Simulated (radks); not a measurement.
Results of a calculation; reference values are marked as such.
All-electron atom: the tin ion Sn6+ in [Kr] 4d8.

Code: a radial shooting solver on a logarithmic mesh with Libxc functionals. Model: non-relativistic Kohn-Sham, r2SCAN, spin-polarised, spherical densities, point nucleus; open shells are filled with parallel spins first (spin-orbit coupling, left out, can overturn this in heavy ions); meta-GGA in the generalised Kohn-Sham scheme; relativity is left out, which matters for an element this heavy.

Energy parts (hartree):
part                        energy
total                  -6015.66387
kinetic                 6013.49964
electron-nucleus      -14163.89596
Hartree                 2293.19686
exchange-correlation    -158.46441

Orbitals (lengths in bohr, moments of r in powers of bohr; r(90%) holds 90 % of the orbital's charge):
orbital  occ.  eigenvalue (hartree)     <r^2>  r(90%)      <r>
1s down     1             -1033.019  0.001239  0.0541  0.03043
1s up       1             -1033.019  0.001239  0.0541  0.03043
2s up       1             -155.7417   0.02028   0.202   0.1314
2s down     1             -155.7073   0.02028   0.202   0.1314
2p up       3             -145.7722   0.01529   0.182   0.1121
2p down     3             -145.7475   0.01529   0.182   0.1121
3s up       1             -32.73655    0.1412   0.516   0.3516
3s down     1             -32.73007    0.1411   0.516   0.3516
3p up       3             -28.61425    0.1363   0.514   0.3429
3p down     3             -28.60333    0.1362   0.514   0.3429
3d up       5             -21.01009    0.1171   0.494   0.3143
3d down     5             -20.98571    0.1171   0.494   0.3144
4s up       1              -7.78934    0.7905    1.21   0.8376
4s down     1              -7.69055    0.7912    1.21   0.8378
4p up       3              -6.38404    0.8767    1.28   0.8788
4p down     3              -6.28529    0.8785    1.28   0.8795
4d up       5              -4.01469     1.152    1.50   0.9978
4d down     3              -3.91903     1.163    1.51    1.002
5s up       0              -2.58571     3.935    2.66    1.879
5s down     0              -2.54541     4.023    2.69    1.900
5p up       0              -2.17869     4.753    2.93    2.063
5p down     0              -2.14832     4.863    2.96    2.088
4f up       0              -1.61678     3.083    2.59    1.594
4f down     0              -1.55753     3.362    2.71    1.663

The highest occupied level is 4d down at -106.64 eV. For comparison, the ionisation energy in NIST's Atomic Spectra Database is 113 eV (theoretical). In exact Kohn-Sham theory the highest level is minus the ionisation energy, but local and semilocal functionals leave it too shallow, through self-interaction and a potential that decays too fast; potentials with the right tail come closer. The spin density at the nucleus is -0.6199 e/bohr^3 (1s -0.0052, 2s -0.9059, 3s 0.4206, 4s -0.1294). The density falls to 0.001 e/bohr^3 at r = 2.50 bohr. Spin moment in Bohr magnetons: 2. Summed over all electrons, <r^2> = 18.50 bohr^2, which gives a Langevin (diamagnetic) susceptibility term of -14.7 x 10^-6 cm^3/mol. The electron density at the nucleus is 8.794e+04 e/bohr^3.
